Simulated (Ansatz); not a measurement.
N-butylpyridinium bromide (C9H14BrN), relaxed as a singlet with RKS r2SCAN-D4/def2-SVP in Ansatz, starting from the GFN2-xTB geometry. Force threshold 0.03 eV/Å.

Start:

```xyz
25

C    -2.298   -0.087    3.120
C    -2.140    0.496    1.722
C    -0.876   -0.019    1.039
C    -0.653    0.689   -0.300
N     0.485    0.187   -1.041
C     1.728    0.713   -0.836
C     2.733    0.423   -1.803
C     2.555   -0.591   -2.686
C     1.331   -1.307   -2.675
C     0.333   -0.889   -1.856
H    -2.357   -1.172    3.077
H    -3.203    0.290    3.590
H    -1.448    0.184    3.742
H    -3.012    0.236    1.116
H    -2.096    1.585    1.791
H    -0.957   -1.095    0.874
H    -0.017    0.150    1.687
H    -1.544    0.574   -0.926
H    -0.497    1.756   -0.122
H     1.752    1.659   -0.317
H     3.654    0.980   -1.750
H     3.321   -0.851   -3.399
H     1.184   -2.151   -3.326
H    -0.639   -1.358   -1.848
Br    2.661   -0.403    1.128
```

```csv
step,energy (eV),largest force component (eV/Å),SCF passes
1,-81074.5463,0.547,25
2,-81074.6220,0.369,21
3,-81074.6390,0.135,21
4,-81074.6423,0.065,22
5,-81074.6471,0.070,21
6,-81074.6521,0.195,20
7,-81074.6556,0.161,21
8,-81074.6611,0.167,20
9,-81074.6638,0.118,22
10,-81074.6664,0.057,21
11,-81074.6674,0.038,21
12,-81074.6680,0.032,21
13,-81074.6683,0.023,22
```

Force components are those of the run's own axes.

End:

```csv
atom,x (Å),y (Å),z (Å)
C1,-2.3572,-0.2999,3.0321
C2,-2.0188,0.5568,1.8178
C3,-0.9482,-0.0791,0.9339
C4,-0.6395,0.7846,-0.2858
N5,0.4756,0.2710,-1.0943
C6,1.6957,0.8991,-1.0312
C7,2.7247,0.4357,-1.9012
C8,2.5665,-0.7354,-2.5985
C9,1.3495,-1.4622,-2.4830
C10,0.3357,-0.9313,-1.7295
H11,-2.7432,-1.2874,2.7301
H12,-3.1220,0.1786,3.6627
H13,-1.4650,-0.4700,3.6554
H14,-2.9335,0.7441,1.2234
H15,-1.6645,1.5492,2.1520
H16,-1.2842,-1.0805,0.6077
H17,-0.0113,-0.2187,1.4998
H18,-1.5228,0.8782,-0.9417
H19,-0.3559,1.7970,0.0370
H20,1.6685,1.9364,-0.7049
H21,3.6510,1.0117,-1.9387
H22,3.3687,-1.1094,-3.2399
H23,1.1982,-2.4117,-2.9987
H24,-0.6392,-1.4115,-1.6228
Br25,2.6711,0.4547,1.2182
```

By distances, no bond broke or formed. The bond that changes most is C6–Br25, from 2.44 to 2.49 Å (atoms count from 1).

No frequencies were taken in this run, so the end may be a saddle point.

Run time 1.7 min (4 threads of Arm Neoverse V1 on a shared host).
